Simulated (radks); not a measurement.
Spherical quantum dot in the effective-mass picture: electrons in a well V = -V0 / (1 + exp((r - R)/a)) with V0 = 1.87, R = 11.8, a = 0.36, with a point charge +2 (a donor) at the centre, all in effective atomic units (hartree* = m*/eps^2 hartree, bohr* = eps/m* bohr), one dielectric constant everywhere. Method: non-relativistic Kohn-Sham, LDA (Slater exchange, Perdew-Wang correlation), spin-polarised, spherical densities; computed with a radial shooting solver with Libxc functionals. Levels are named by radial order and angular momentum (1s, 1p, 1d, 2s, ...), and open shells are averaged over m. Results are scaled to m* = 0.3 and eps = 17.3, for which hartree* = 27.28 meV and bohr* = 3.052 nm. Each electron was tried in the lowest free levels, single moves between levels near the top were tried too, and the lowest total energy was kept; such a search can miss a lower state. The series stops at N = 19: beyond it a trial failed or the search could not be trusted, so later rows were left out. At N = 1 the Hartree and exchange-correlation terms need not cancel, so that row can carry a self-interaction error.

| N | open shells | 2S | E (meV) | mu = E(N) - E(N-1) (meV) | addition energy mu(N+1) - mu(N) (meV) | e(HOMO) (meV) |
|---|---|---|---|---|---|---|
| 1 | 1s(up 1, down 0) | 1 | -103.969 | -103.97 | 28.61 | -92.205 |
| 2 | none | 0 | -179.324 | -75.355 | 25.45 | -66.560 |
| 3 | 2s(up 1, down 0) | 1 | -229.228 | -49.903 | 2.994 | -48.635 |
| 4 | none | 0 | -276.137 | -46.909 | 3.290 | -45.567 |
| 5 | 1p(up 1, down 0) | 1 | -319.757 | -43.620 | 2.614 | -42.274 |
| 6 | 1p(up 3, down 0) 2s(up 1, down 0) | 4 | -360.763 | -41.006 | 2.874 | -39.723 |
| 7 | 1p(up 3, down 0) | 3 | -398.894 | -38.131 | 3.083 | -36.840 |
| 8 | 1p(up 3, down 1) | 2 | -433.943 | -35.048 | 2.610 | -33.748 |
| 9 | 1p(up 3, down 2) | 1 | -466.382 | -32.439 | 2.625 | -31.127 |
| 10 | none | 0 | -496.195 | -29.814 | 3.441 | -28.500 |
| 11 | 1d(up 1, down 0) | 1 | -522.568 | -26.373 | 2.585 | -25.081 |
| 12 | 1d(up 2, down 0) | 2 | -546.356 | -23.788 | 2.587 | -22.495 |
| 13 | 1d(up 3, down 0) | 3 | -567.557 | -21.201 | 2.586 | -19.908 |
| 14 | 1d(up 4, down 0) | 4 | -586.172 | -18.615 | 2.584 | -17.323 |
| 15 | 1d(up 5, down 0) | 5 | -602.204 | -16.032 | 3.074 | -14.741 |
| 16 | 1d(up 5, down 1) | 4 | -615.162 | -12.958 | 2.539 | -11.689 |
| 17 | 1d(up 5, down 2) | 3 | -625.581 | -10.419 | 2.541 | -9.1487 |
| 18 | 1d(up 5, down 3) | 2 | -633.459 | -7.8777 | 2.542 | -6.6066 |
| 19 | 1d(up 5, down 4) | 1 | -638.795 | -5.3356 | - | -4.0647 |

All shells are closed at N = 2, 4, 10 (there: 1s2 1p6 2s2); the second difference of the energy has clear peaks (12 % above both neighbours; the first and last values, which can be the largest, are not judged, and half-filled shells can peak too) at N = 10, 15.
